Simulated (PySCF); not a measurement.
C4H4BrCl, SMILES ClCC=C=CBr.

The structure is a stationary point at PBE0-D3(BJ)/def2-SVP. The structure was generated by enumeration; whether it is a known compound was not checked. One conformer was computed; it need not be the lowest.

Vertical ionisation energy (IE) and electron affinity (EA) in eV. Rows of orbital energies are one-electron estimates. Where ΔSCF, EOM or ADC give a negative EA the extra electron is unbound and the value depends on the basis.

```tsv
level	IE	EA
−ε(HOMO), −ε(LUMO), ωB97X/def2-TZVP (PySCF)	9.75	-0.82
−ε(HOMO), −ε(LUMO), PBE/def2-TZVP (PySCF)	6.29	2.30
```
